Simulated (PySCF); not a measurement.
FK, singlet, geometry from GFN2-xTB (such geometries of metal compounds can be far from the true shape); B3LYP/pcseg-1 (PySCF).

PySCF was given this input:
```python
from pyscf import gto, scf, dft

mol = gto.M(
    atom='''
K    -0.000000   -0.000000   -0.649928
F     0.000000    0.000000    1.372071
''',
    basis='pcseg-1',
    charge=0,
    spin=0,
    verbose=4,
)

mf = dft.RKS(mol)
mf.xc = 'b3lyp'
mf.kernel()
mf.analyze()
```

What the program printed (banner, timings and long lists left out):

```
PySCF version 2.14.0

[INPUT] verbose = 4
[INPUT] num. atoms = 2
[INPUT] num. electrons = 28
[INPUT] charge = 0
[INPUT] spin (= nelec alpha-beta = 2S) = 0
[INPUT] symmetry False subgroup None
[INPUT] Mole.unit = angstrom
[INPUT] Symbol           X                Y                Z      unit          X                Y                Z       unit  Magmom
[INPUT]  1 K      0.000000000000   0.000000000000  -0.649928000000 AA    0.000000000000   0.000000000000  -1.228185920686 Bohr   0.0
[INPUT]  2 F      0.000000000000   0.000000000000   1.372071000000 AA    0.000000000000   0.000000000000   2.592838413458 Bohr   0.0

nuclear repulsion = 44.7523975369523
number of shells = 6
number of NR pGTOs = 89
number of NR cGTOs = 38
basis = pcseg-1
ecp = {}

******** <class 'pyscf.dft.rks.RKS'> ********
method = RKS
initial guess = minao
damping factor = 0
level_shift factor = 0
DIIS = <class 'pyscf.scf.diis.CDIIS'>
diis_start_cycle = 1
diis_space = 8
diis_damp = 0
SCF conv_tol = 1e-09
SCF conv_tol_grad = None
SCF max_cycles = 50
direct_scf = True
direct_scf_tol = 1e-13
XC library pyscf.dft.libxc version 7.1.2
    S. Lehtola, C. Steigemann, M. J. T. Oliveira, and M. A. L. Marques,  SoftwareX 7, 1–5 (2018)
XC functionals = b3lyp
    P. J. Stephens, F. J. Devlin, C. F. Chabalowski, and M. J. Frisch,  J. Phys. Chem. 98, 11623 (1994)
radial grids:
    Treutler-Ahlrichs [JCP 102, 346 (1995); DOI:10.1063/1.469408] (M4) radial grids

becke partition: Becke, JCP 88, 2547 (1988); DOI:10.1063/1.454033
pruning grids: <function nwchem_prune>
grids dens level: 3
symmetrized grids: False
atomic radii adjust function: <function treutler_atomic_radii_adjust>
small_rho_cutoff = 0
Set gradient conv threshold to 3.16228e-05
Initial guess from minao.
tot grids = 34304
init E= -699.526862810676
  HOMO = -0.494852409326545  LUMO = -0.0810111991198523  gap/eV = 11.26119
cycle= 1 E= -699.624830716421  delta_E= -0.098  |g|= 0.793  |ddm|= 1.22
  HOMO = -0.0149015676938356  LUMO = 0.00160732310018963  gap/eV = 0.44923
cycle= 2 E= -696.483096640014  delta_E= 3.14  |g|= 3.41  |ddm|= 2.98
  HOMO = -0.27732322984878  LUMO = -0.0424641542007631  gap/eV = 6.39084
cycle= 3 E= -699.740478051333  delta_E= -3.26  |g|= 0.0947  |ddm|= 2.81
  HOMO = -0.219877175017911  LUMO = -0.0424289858695097  gap/eV = 4.82861
cycle= 4 E= -699.744385104623  delta_E= -0.00391  |g|= 0.0306  |ddm|= 0.204
  HOMO = -0.224504618882896  LUMO = -0.0408865945030823  gap/eV = 4.99650
cycle= 5 E= -699.744601074794  delta_E= -0.000216  |g|= 0.0101  |ddm|= 0.0324
  HOMO = -0.226523967643554  LUMO = -0.0410834623038925  gap/eV = 5.04609
cycle= 6 E= -699.744619590524  delta_E= -1.85e-05  |g|= 0.00122  |ddm|= 0.0066
  HOMO = -0.226878748901275  LUMO = -0.0411602677406142  gap/eV = 5.05366
cycle= 7 E= -699.744619824893  delta_E= -2.34e-07  |g|= 0.000251  |ddm|= 0.000695
  HOMO = -0.226936592862633  LUMO = -0.0411671894626884  gap/eV = 5.05504
cycle= 8 E= -699.744619835651  delta_E= -1.08e-08  |g|= 1.45e-05  |ddm|= 0.000166
  HOMO = -0.22693845592914  LUMO = -0.04116645779825  gap/eV = 5.05511
cycle= 9 E= -699.744619835692  delta_E= -4.16e-11  |g|= 7.38e-07  |ddm|= 1.54e-05
  HOMO = -0.226938231255632  LUMO = -0.0411665171503692  gap/eV = 5.05511
Extra cycle  E= -699.744619835692  delta_E=    0  |g|= 1.11e-06  |ddm|= 1.57e-06
converged SCF energy = -699.744619835692
**** SCF Summaries ****
Total Energy =                        -699.744619835692447
Nuclear Repulsion Energy =              44.752397536952287
One-electron Energy =                -1056.029221954533796
Two-electron Energy =                  311.532204581889005
Two-electron Coulomb Energy =          355.620146904787475
DFT Exchange-Correlation Energy =      -44.087942322898492
HOMO-LUMO gap [eV] =                     5.055105824115386
**** MO energy ****
MO #1   energy= -129.700324130184  occ= 2
MO #2   energy= -24.4631768731055  occ= 2
MO #3   energy= -13.139197100902   occ= 2
MO #4   energy= -10.4902478997873  occ= 2
MO #5   energy= -10.4902478997872  occ= 2
MO #6   energy= -10.4893076780973  occ= 2
MO #7   energy= -1.32670248397218  occ= 2
MO #8   energy= -0.96193597906609  occ= 2
MO #9   energy= -0.703811519164916 occ= 2
MO #10  energy= -0.703811519164904 occ= 2
MO #11  energy= -0.686668358455113 occ= 2
MO #12  energy= -0.234317217639245 occ= 2
MO #13  energy= -0.234317217639242 occ= 2
MO #14  energy= -0.226938231255632 occ= 2
MO #15  energy= -0.0411665171503692 occ= 0
MO #16  energy= 0.036120580027784  occ= 0
MO #17  energy= 0.0361205800277858 occ= 0
MO #18  energy= 0.0415953036303582 occ= 0
MO #19  energy= 0.0617882458229135 occ= 0
MO #20  energy= 0.108696205176753  occ= 0
MO #21  energy= 0.108696328871541  occ= 0
MO #22  energy= 0.150986359975333  occ= 0
 ** Mulliken pop on meta-lowdin orthogonal AOs  **
 ** Mulliken pop  **
pop of  0 K 1s            2.00000
pop of  0 K 2s            1.99990
pop of  0 K 3s            1.99875
pop of  0 K 4s            0.03726
pop of  0 K 5s            0.00544
pop of  0 K 2px           2.00000
pop of  0 K 2py           2.00000
pop of  0 K 2pz           2.00000
pop of  0 K 3px           1.99909
pop of  0 K 3py           1.99909
pop of  0 K 3pz           1.99558
pop of  0 K 4px           0.01317
pop of  0 K 4py           0.01317
pop of  0 K 4pz           0.00736
pop of  0 K 3dxy          0.00000
pop of  0 K 3dyz          0.01206
pop of  0 K 3dz^2         0.02886
pop of  0 K 3dxz          0.01206
pop of  0 K 3dx2-y2       0.00000
pop of  0 K 4dxy          0.00000
pop of  0 K 4dyz          0.02082
pop of  0 K 4dz^2         0.00310
pop of  0 K 4dxz          0.02082
pop of  0 K 4dx2-y2       0.00000
pop of  1 F 1s            1.99997
pop of  1 F 2s            1.96758
pop of  1 F 3s            0.00177
pop of  1 F 2px           1.94721
pop of  1 F 2py           1.94721
pop of  1 F 2pz           1.94668
pop of  1 F 3px           0.00734
pop of  1 F 3py           0.00734
pop of  1 F 3pz           0.00731
pop of  1 F 3dxy          0.00000
pop of  1 F 3dyz          0.00032
pop of  1 F 3dz^2         0.00045
pop of  1 F 3dxz          0.00032
pop of  1 F 3dx2-y2       0.00000
 ** Mulliken atomic charges  **
charge of    0K =      0.83352
charge of    1F =     -0.83352
Dipole moment(X, Y, Z, Debye):  0.00000, -0.00000, -7.06696
```
